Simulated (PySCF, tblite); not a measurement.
Isomers of C4H10FNSi. Level: GFN2-xTB in tblite, geometry and Hessian alike; calculated harmonic values, unscaled, isolated species. Errors from tens to a few hundred cm⁻¹ against measured bands are possible. Modes of hydrogen on silicon can be 10 to 20 % off. One conformer each.

Electronic energies: PBE0/pcSseg-1 single points on the GFN2-xTB geometries (PySCF, gas phase).

```tsv
SMILES	electronic energy, lowest = 0 (kcal/mol)
NC[C@@]1(F)CC[SiH2]1	83.3
C[C@@H]1CC[Si@H](F)N1	0.0
C[C@@]1(F)CCN[SiH2]1	54.2
```

How do GFN2-xTB zero-point energies change the relative energies?

```csv
SMILES,ZPE (kcal/mol),of it from modes above 1550 cm⁻¹,electronic (kcal/mol),"with ZPE, lowest = 0 (kcal/mol)",lowest mode (cm⁻¹),rings
C[C@@H]1CC[Si@H](F)N1,86.6,42.5,0.0,0.0,77,1
C[C@@]1(F)CCN[SiH2]1,84.3,41.3,54.2,51.9,90,1
NC[C@@]1(F)CC[SiH2]1,83.9,44.1,83.3,80.6,69,1
```

The zero-point energies span 2.7 kcal/mol, from `NC[C@@]1(F)CC[SiH2]1` to `C[C@@H]1CC[Si@H](F)N1`. The order is unchanged.

And how do the electronic energies of GFN2-xTB itself compare?

`C[C@@H]1CC[Si@H](F)N1` 0.0; `C[C@@]1(F)CCN[SiH2]1` 40.4; `NC[C@@]1(F)CC[SiH2]1` 80.4 kcal/mol, lowest = 0. Against the energies above, taken from the same isomer `C[C@@H]1CC[Si@H](F)N1`, the largest difference is 13.8 kcal/mol.

What do entropy and thermal enthalpy add at 298.15 K and 1 bar (rigid rotor, harmonic oscillator, one conformer each)?

```csv
SMILES,point group,symmetry number,S (cal/(mol K)),H − H(0) (kcal/mol),ZPE + H − H(0) − TS (kcal/mol)
C[C@@H]1CC[Si@H](F)N1,C1,1,88.5,5.83,66.1
C[C@@]1(F)CCN[SiH2]1,C1,1,87.4,5.84,64.1
NC[C@@]1(F)CC[SiH2]1,C1,1,90.0,6.05,63.1
```
